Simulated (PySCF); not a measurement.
SMILES C(C)(=O)c1ccccc1 (C8H8O), singlet (GFN2-xTB optimised geometry):

```
17

C      2.492    -1.816     0.000
C      0.983    -1.816     0.000
O      0.351    -2.849     0.002
C      0.303    -0.494     0.000
C      0.987     0.720    -0.036
C      0.286     1.912    -0.033
C     -1.099     1.912     0.007
C     -1.788     0.710     0.042
C     -1.092    -0.482     0.038
H      2.868    -1.288     0.873
H      2.866    -1.324    -0.895
H      2.849    -2.843     0.019
H      2.065     0.745    -0.068
H      0.823     2.849    -0.062
H     -1.639     2.847     0.010
H     -2.868     0.706     0.073
H     -1.609    -1.430     0.065
```

Computed with PySCF with B3LYP/def2-SVP.

### Question
What are the frontier orbital energies and the dipole moment?

### Answer
HOMO-2 -7.39 eV, HOMO-1 -7.26 eV, HOMO -6.89 eV, LUMO -1.66 eV, LUMO+1 -0.47 eV; dipole moment 2.94 D.

On the same geometry PBE/def2-SVP in PySCF 2.14.0 gives HOMO-2 -6.63 eV, HOMO-1 -6.52 eV, HOMO -5.50 eV, LUMO -2.40 eV, LUMO+1 -1.25 eV; dipole moment 2.81 D.

Meta-Löwdin charges at B3LYP/def2-SVP: C1 -0.33, C2 0.36, O3 -0.41, C4 -0.04, C5 -0.10, C6 -0.10, C7 -0.08, C8 -0.10, C9 -0.08, H10 0.11, H11 0.11, H12 0.12, H13 0.10, H14 0.10, H15 0.11, H16 0.11, H17 0.12.
